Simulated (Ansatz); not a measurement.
Ansatz (an electronic-structure program) input:

Ansatz 0.2 input:
```yaml
crystal:
  periodic: [false, false, false]
  atoms:
    - {symbol: Sn, position_ang: [-0.04620228, -0.01620624, 0.40051657]}
    - {symbol: O, position_ang: [0.68891917, -1.35608434, -1.04901121]}
    - {symbol: H, position_ang: [1.40913635, -0.90247062, -1.49994953]}
    - {symbol: O, position_ang: [-0.48307532, 1.45073937, -1.03879882]}
    - {symbol: H, position_ang: [-0.74577316, 0.95554253, -1.82339883]}
basis:
  gaussian:
    orbitals: def2-SVPD
total_charge: -1
magnetization: {spin_polarized: true, initial_magnetization: 1}
correlation: {method: ccsd_t, electrons: outside_noble_gas}
output: {forces: true}
```

Q: Which total energy does the run end on?

A: -364.70338 Eh (CCSD(T)/def2-SVPD). The basis has 94 functions.
